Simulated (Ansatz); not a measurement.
Ansatz (a quantum-chemistry and plane-wave program) input for Cl3Fe, SMILES [Cl][Fe-]([Cl])[Cl] (connectivity only; charge and spin as stated), charge -1, multiplicity 5, PBE0-D3(BJ)/def2-SVPD. 

Ansatz 0.2 input:
```yaml
crystal:
  periodic: [false, false, false]
  atoms:
    - {symbol: Fe, position_ang: [0.00000000, -0.00000000, -0.24944802]}
    - {symbol: Cl, position_ang: [1.84636857, -1.06600139, 0.12716958]}
    - {symbol: Cl, position_ang: [-0.00000000, 2.13200278, 0.12716958]}
    - {symbol: Cl, position_ang: [-1.84636857, -1.06600139, 0.12716958]}
basis:
  gaussian:
    orbitals: def2-SVPD
hamiltonian:
  xc: pbe0
  dispersion: d3bj
total_charge: -1
magnetization: {spin_polarized: true, initial_magnetization: 4}
relax: {f_tol: 0.002, max_steps: 200}
```

It prints:

```
WARN ansatz: RAYON_NUM_THREADS=1 ignored (pool sized by the plan → 1); use --threads N
Functional definition: PBE0
integrals: 0.07 GiB planned
1163 factors; integrals over basis functions are off by at most 4.3e-4 eV
mean field: 1.13 GiB planned
mean field evaluation 1: about -71926.9276 eV, gradient 2.2e1 eV
mean field evaluation 2: about -71904.3418 eV, gradient 8.5e1 eV
mean field evaluation 4: about -71929.0700 eV, gradient 1.8e0 eV
mean field evaluation 8: about -71929.1644 eV, gradient 1.3e-1 eV
mean field evaluation 16: about -71929.1645 eV, gradient 6.7e-4 eV
mean field evaluation 32: about -71929.1645 eV, gradient 2.5e-5 eV
mean field -71929.16449305 eV, -2643.3480397807 hartree, gradient 5.7e-7 eV, S^2 6.014310; 6 other end points of the search recorded, 0 dependent functions left out
the calculation of the forces begins
reference -71929.16452394 eV, -2643.3480409158 hartree; 41, 37 occupied and 74, 78 virtual orbitals, 1163 factors
relax step   1: F+E_penalty+E_count = -71929.29193576 eV  Δ(F+E_penalty+E_count) = +0.000e0 eV  max|allowed force component| = 1.235e0 eV/Å  Δτ_max = 0.0000 Å  (174 SCF iters, accepted)
these checks for a lower state are left out or cut short: starts, cluster_reference, orbital_swaps, neighbouring_geometries, increment
integrals: 0.07 GiB planned
1163 factors; integrals over basis functions are off by at most 3.9e-4 eV
mean field: 1.12 GiB planned
mean field evaluation 64: about -71929.4206 eV, gradient 1.7e-5 eV
mean field -71929.42062356 eV, -2643.3574524035 hartree, gradient 7.0e-7 eV, S^2 6.012542; 0 other end points of the search recorded, 0 dependent functions left out
the calculation of the forces begins
reference -71929.42065480 eV, -2643.3574535515 hartree; 41, 37 occupied and 74, 78 virtual orbitals, 1163 factors
relax step   2: F+E_penalty+E_count = -71929.54245439 eV  Δ(F+E_penalty+E_count) = -2.505e-1 eV  max|allowed force component| = 3.165e-1 eV/Å  Δτ_max = 0.1196 Å  (105 SCF iters, accepted)
these checks for a lower state are left out or cut short: starts, cluster_reference, orbital_swaps, neighbouring_geometries, increment
integrals: 0.07 GiB planned
1163 factors; integrals over basis functions are off by at most 3.8e-4 eV
mean field: 1.12 GiB planned
mean field -71929.47137281 eV, -2643.3593174041 hartree, gradient 1.0e-5 eV, S^2 6.011791; 0 other end points of the search recorded, 0 dependent functions left out
the calculation of the forces begins
reference -71929.47140427 eV, -2643.3593185602 hartree; 41, 37 occupied and 74, 78 virtual orbitals, 1163 factors
relax step   3: F+E_penalty+E_count = -71929.59025639 eV  Δ(F+E_penalty+E_count) = -4.780e-2 eV  max|allowed force component| = 1.427e-1 eV/Å  Δτ_max = 0.1951 Å  (67 SCF iters, accepted)
these checks for a lower state are left out or cut short: starts, cluster_reference, orbital_swaps, neighbouring_geometries, increment
integrals: 0.07 GiB planned
1163 factors; integrals over basis functions are off by at most 3.8e-4 eV
mean field: 1.12 GiB planned
mean field -71929.47516410 eV, -2643.3594567314 hartree, gradient 3.3e-6 eV, S^2 6.012003; 0 other end points of the search recorded, 0 dependent functions left out
the calculation of the forces begins
reference -71929.47519553 eV, -2643.3594578865 hartree; 41, 37 occupied and 74, 78 virtual orbitals, 1163 factors
relax step   4: F+E_penalty+E_count = -71929.59493554 eV  Δ(F+E_penalty+E_count) = -4.679e-3 eV  max|allowed force component| = 7.306e-3 eV/Å  Δτ_max = 0.0317 Å  (63 SCF iters, accepted)
these checks for a lower state are left out or cut short: starts, cluster_reference, orbital_swaps, neighbouring_geometries, increment
integrals: 0.07 GiB planned
1163 factors; integrals over basis functions are off by at most 3.8e-4 eV
mean field: 1.12 GiB planned
mean field evaluation 96: about -71929.4752 eV, gradient 3.1e-5 eV
mean field -71929.47521498 eV, -2643.3594586010 hartree, gradient 5.1e-6 eV, S^2 6.011992; 0 other end points of the search recorded, 0 dependent functions left out
the calculation of the forces begins
reference -71929.47524641 eV, -2643.3594597562 hartree; 41, 37 occupied and 74, 78 virtual orbitals, 1163 factors
relax step   5: F+E_penalty+E_count = -71929.59494375 eV  Δ(F+E_penalty+E_count) = -8.214e-6 eV  max|allowed force component| = 1.967e-4 eV/Å  Δτ_max = 0.0007 Å  (50 SCF iters, accepted)
integrals: 0.07 GiB planned
1163 factors; integrals over basis functions are off by at most 3.8e-4 eV
mean field: 1.12 GiB planned
mean field evaluation 128: about -71929.4038 eV, gradient 3.2e-1 eV
mean field -71929.47521498 eV, -2643.3594586010 hartree, gradient 5.1e-6 eV, S^2 6.011992; 5 other end points of the search recorded, 0 dependent functions left out
the calculation of the forces begins
reference -71929.47524641 eV, -2643.3594597562 hartree; 41, 37 occupied and 74, 78 virtual orbitals, 1163 factors
Total energy: -71929.59497518 eV, -2643.3638597074 hartree
Atom 0 at    -0.000000     0.000011     0.033099 Å, force    -0.000000     0.000013    -0.000197 eV/Å
Atom 1 at     1.957249    -1.130032     0.032987 Å, force     0.000082    -0.000049     0.000066 eV/Å
Atom 2 at     0.000000     2.260054     0.032989 Å, force     0.000000     0.000086     0.000066 eV/Å
Atom 3 at    -1.957249    -1.130032     0.032987 Å, force    -0.000082    -0.000049     0.000066 eV/Å
Dipole moment:     0.000000     0.000017     0.000084 e Å
```

The calculation finished and met its thresholds.

Cost: about 60 core-seconds (a rough figure).
